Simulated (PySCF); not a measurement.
**Li (lithium, neutral): UHF calculation**

Configuration: [He] 2s1, 2S determinant. Calculation: PySCF 2.14, in cc-pVDZ; the non-relativistic Hamiltonian (point nucleus).

```json
{
 "Total energy": "-7.432421 hartree",
 "One-electron energy": "-9.7135 hartree",
 "Hartree (Coulomb) energy": "4.0623 hartree",
 "Exchange energy": "-1.7813 hartree",
 "Kinetic energy": "7.43239 hartree",
 "⟨S²⟩": "0.7500",
 "⟨L²⟩": "0.000",
 "Sum of ⟨r⟩": "5.018 bohr",
 "Sum of ⟨r²⟩": "18.60 bohr²",
 "Density at the nucleus (Gaussians lack the cusp)": "13.2 bohr⁻³",
 "Spin density at the nucleus": "0.159 bohr⁻³",
 "Langevin diamagnetic susceptibility": "-14.7 ×10⁻⁶ cm³/mol",
 "Time after the integrals": "0.03 s of wall time on 1 thread of Neoverse-V1 (shared host)"
}
```

```json
{"shell": "1s α", "electrons": "1", "mean orbital energy (hartree)": "-2.48473", "rms radius, mean of both spins (bohr)": "0.668"}
{"shell": "1s β", "electrons": "1", "mean orbital energy (hartree)": "-2.47031", "rms radius, mean of both spins (bohr)": "0.668"}
{"shell": "2s α", "electrons": "1", "mean orbital energy (hartree)": "-0.19631", "rms radius, mean of both spins (bohr)": "4.21"}
```
